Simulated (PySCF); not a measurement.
# Steps of a relaxation of [Er(H2O)8]3+

[Er(H2O)8]3+ (singlet in the valence; each metal's 4f electrons, 11 of them, lie in its core potential, out of spins and levels; a saddle point, relaxed within its symmetry). PySCF 2.14.0, RKS B3LYP, Er lcecp-1-SVP with ECP57, O def2-SVP, H def2-SVP; non-relativistic Hamiltonian with scalar-relativistic core potentials where named; density fitting; no spin-orbit coupling. Origin of the start: template. Columns: position (Å) and force (eV/Å). Energies are counted from the last step; some of the 10 steps are shown. Forces carry noise of the integration grid, about 0.01 to 0.03 eV/Å.

Run from Python with OMP_NUM_THREADS=4. Where DIIS fails, smearing, a level shift and second-order steps follow.
It took 2.9 min on 4 threads of Arm Neoverse V1, with other jobs on the host, from the converged density of the start.

```xyz
25
step 0  E = 0.068 eV
Er    0.0000    0.0000    0.0000     0.00    0.00    0.00
O     2.1111    0.0000    1.2677    -0.53    0.00   -0.15
H     2.2205    0.0000    2.2316     0.14    0.00    0.19
H     3.0133    0.0000    0.9114     0.20    0.00   -0.10
O     0.0000    2.1111    1.2677     0.00   -0.53   -0.15
H     0.0000    2.2205    2.2316     0.00    0.14    0.19
H     0.0000    3.0133    0.9114     0.00    0.20   -0.10
O    -2.1111    0.0000    1.2677     0.53    0.00   -0.15
H    -2.2205    0.0000    2.2316    -0.14    0.00    0.19
H    -3.0133    0.0000    0.9114    -0.20    0.00   -0.10
O     0.0000   -2.1111    1.2677     0.00    0.53   -0.15
H     0.0000   -2.2205    2.2316     0.00   -0.14    0.19
H     0.0000   -3.0133    0.9114     0.00   -0.20   -0.10
O     1.4928    1.4928   -1.2677    -0.37   -0.37    0.14
H     2.1307    2.1307   -0.9114     0.14    0.14    0.10
H     1.5701    1.5701   -2.2316     0.10    0.10   -0.19
O    -1.4928    1.4928   -1.2677     0.37   -0.37    0.14
H    -2.1307    2.1307   -0.9114    -0.14    0.14    0.10
H    -1.5701    1.5701   -2.2316    -0.10    0.10   -0.19
O    -1.4928   -1.4928   -1.2677     0.37    0.37    0.14
H    -2.1307   -2.1307   -0.9114    -0.14   -0.14    0.10
H    -1.5701   -1.5701   -2.2316    -0.10   -0.10   -0.19
O     1.4928   -1.4928   -1.2677    -0.37    0.37    0.14
H     2.1307   -2.1307   -0.9114     0.14   -0.14    0.10
H     1.5701   -1.5701   -2.2316     0.10   -0.10   -0.19
```

```xyz
25
step 3  E = 0.006 eV
Er    0.0000    0.0000    0.0000     0.00    0.00    0.00
O     2.0789    0.0000    1.2593     0.12    0.00    0.07
H     2.2369    0.0000    2.2228    -0.02    0.00   -0.06
H     2.9766    0.0000    0.8751    -0.09    0.00   -0.02
O     0.0000    2.0789    1.2593     0.00    0.12    0.07
H     0.0000    2.2369    2.2228     0.00   -0.02   -0.06
H     0.0000    2.9766    0.8751     0.00   -0.09   -0.02
O    -2.0789    0.0000    1.2593    -0.12    0.00    0.07
H    -2.2369    0.0000    2.2228     0.02    0.00   -0.06
H    -2.9766    0.0000    0.8751     0.09    0.00   -0.02
O     0.0000   -2.0789    1.2593     0.00   -0.12    0.07
H     0.0000   -2.2369    2.2228     0.00    0.02   -0.06
H     0.0000   -2.9766    0.8751     0.00    0.09   -0.02
O     1.4700    1.4700   -1.2593     0.08    0.08   -0.08
H     2.1048    2.1048   -0.8751    -0.07   -0.07    0.02
H     1.5817    1.5817   -2.2228    -0.02   -0.02    0.06
O    -1.4700    1.4700   -1.2593    -0.08    0.08   -0.08
H    -2.1048    2.1048   -0.8751     0.07   -0.07    0.02
H    -1.5817    1.5817   -2.2228     0.02   -0.02    0.06
O    -1.4700   -1.4700   -1.2593    -0.08   -0.08   -0.08
H    -2.1048   -2.1048   -0.8751     0.07    0.07    0.02
H    -1.5817   -1.5817   -2.2228     0.02    0.02    0.06
O     1.4700   -1.4700   -1.2593     0.08   -0.08   -0.08
H     2.1048   -2.1048   -0.8751    -0.07    0.07    0.02
H     1.5817   -1.5817   -2.2228    -0.02    0.02    0.06
```

```xyz
25
step 6  E = 0.001 eV
Er    0.0000    0.0000    0.0000     0.00    0.00    0.00
O     2.0813    0.0000    1.2515    -0.02    0.00   -0.02
H     2.2542    0.0000    2.2107     0.02    0.00    0.01
H     2.9661    0.0000    0.8438     0.02    0.00    0.00
O     0.0000    2.0813    1.2515     0.00   -0.02   -0.02
H     0.0000    2.2542    2.2107     0.00    0.02    0.01
H     0.0000    2.9661    0.8438     0.00    0.02    0.00
O    -2.0813    0.0000    1.2515     0.02    0.00   -0.02
H    -2.2542    0.0000    2.2107    -0.02    0.00    0.01
H    -2.9661    0.0000    0.8438    -0.02    0.00    0.00
O     0.0000   -2.0813    1.2515     0.00    0.02   -0.02
H     0.0000   -2.2542    2.2107     0.00   -0.02    0.01
H     0.0000   -2.9661    0.8438     0.00   -0.02    0.00
O     1.4717    1.4717   -1.2515    -0.01   -0.01    0.01
H     2.0974    2.0973   -0.8438     0.01    0.01    0.00
H     1.5940    1.5939   -2.2107     0.01    0.01   -0.01
O    -1.4717    1.4717   -1.2515     0.01   -0.01    0.01
H    -2.0973    2.0974   -0.8438    -0.01    0.01    0.00
H    -1.5939    1.5940   -2.2107    -0.01    0.01   -0.01
O    -1.4717   -1.4717   -1.2515     0.01    0.01    0.01
H    -2.0974   -2.0973   -0.8438    -0.01   -0.01    0.00
H    -1.5940   -1.5939   -2.2107    -0.01   -0.01   -0.01
O     1.4717   -1.4717   -1.2515    -0.01    0.01    0.01
H     2.0973   -2.0974   -0.8438     0.01   -0.01    0.00
H     1.5939   -1.5940   -2.2107     0.01   -0.01   -0.01
```

Where does the relaxation end?

It converges at step 9 in D4d:
```xyz
25
step 9  E = 0
Er    0.0000    0.0000    0.0000
O     2.0874    0.0000    1.2454
H     2.2678    0.0000    2.2035
H     2.9701    0.0000    0.8324
O     0.0000    2.0874    1.2454
H     0.0000    2.2678    2.2035
H     0.0000    2.9701    0.8324
O    -2.0874    0.0000    1.2454
H    -2.2678    0.0000    2.2035
H    -2.9701    0.0000    0.8324
O     0.0000   -2.0874    1.2454
H     0.0000   -2.2678    2.2035
H     0.0000   -2.9701    0.8324
O     1.4760    1.4760   -1.2454
H     2.1002    2.1002   -0.8324
H     1.6036    1.6036   -2.2035
O    -1.4760    1.4760   -1.2454
H    -2.1002    2.1002   -0.8324
H    -1.6036    1.6036   -2.2035
O    -1.4760   -1.4760   -1.2454
H    -2.1002   -2.1002   -0.8324
H    -1.6036   -1.6036   -2.2035
O     1.4760   -1.4760   -1.2454
H     2.1002   -2.1002   -0.8324
H     1.6036   -1.6036   -2.2035
```

How did the contacts change?


| contact | start (Å) | end (Å) |
| --- | --- | --- |
| Er1–O2 (H2O) | 2.462 | 2.431 |
| Er1–O5 (H2O) | 2.462 | 2.431 |
| Er1–O8 (H2O) | 2.462 | 2.431 |
| Er1–O11 (H2O) | 2.462 | 2.431 |
| Er1–O14 (H2O) | 2.462 | 2.431 |
| Er1–O17 (H2O) | 2.462 | 2.431 |
| Er1–O20 (H2O) | 2.462 | 2.431 |
| Er1–O23 (H2O) | 2.462 | 2.431 |


An lcecp potential fixes the number of 4f electrons, so in runs with it no electron can move into or out of that shell.
